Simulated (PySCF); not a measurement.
Simulated outer-valence photoelectron spectrum of `[BH3-][PH2+]BBr`. Computed with EOM-IP-CCSD/aug-cc-pVDZ in PySCF, restricted Hartree–Fock reference, 16 core orbitals frozen, non-relativistic, gas phase, PBE0-D3(BJ)/def2-SVP geometry.

Each root has a Gaussian of 0.3 eV full width with its one-hole share as area; cross sections and vibrations are left out, and the highest printed point is 100.

ionisation energy (eV), intensity and a bar:
```
     10.0          0 
     10.1          2 
     10.2          9 ###
     10.3         30 #########
     10.4         50 ###############
     10.5         46 ##############
     10.6         23 #######
     10.7         10 ###
     10.8         20 ######
     10.9         60 ##################
     11.0        100 ##############################
     11.1         92 ############################
     11.2         57 #################
     11.3         47 ##############
     11.4         53 ################
     11.5         41 ############
     11.6         18 #####
     11.7          4 #
     11.8          1 
     11.9          1 
     12.0          7 ##
     12.1         25 #######
     12.2         47 ##############
     12.3         49 ###############
     12.4         27 ########
     12.5          8 ##
     12.6          1 
     12.7          0 
     12.8          0 
     12.9          0 
     13.0          0 
     13.1          0 
     13.2          1 
     13.3          6 ##
     13.4         22 #######
     13.5         46 ##############
     13.6         58 #################
     13.7         57 #################
     13.8         58 #################
     13.9         49 ###############
     14.0         25 #######
     14.1          7 ##
     14.2          1 
     14.3          0 
     14.4          0 
     14.5          0 
     14.6          0 
     14.7          0 
     14.8          0 
     14.9          2 
     15.0          9 ###
     15.1         29 #########
     15.2         49 ###############
     15.3         45 #############
     15.4         22 #######
     15.5          6 ##
     15.6          1
```

Q: Where are the maxima, and how many lines lie under the curve?

A: 7 maxima, at 10.4, 11.0, 11.4, 12.3, 13.6, 13.8 and 15.2 eV, from 8 lines. At this width some lines have no maximum of their own.

Q: List the lines with their holes.

A: 
```csv
E (eV),leading hole (HF orbital),area,Koopmans (eV)
10.44,HOMO,0.96,11.10
11.02,HOMO-2,0.95,11.85
11.04,HOMO-1,0.95,11.82
11.41,HOMO-3,0.95,12.11
12.26,HOMO-4,0.95,12.77
13.57,HOMO-5,0.95,14.39
13.85,HOMO-6,0.94,14.97
15.24,HOMO-7,0.93,16.30
```

The widest gap, 1.39 eV, lies between 13.85 and 15.24 eV. Only orbitals with −ε under 21 eV, eight at most, were ionised, so the high end of the curve may lack lines.

The values belong to the conformer `[BH3-:1][PH2+:2][BH:3][Br:4]`: B1–P2–B3–Br4 -91°.
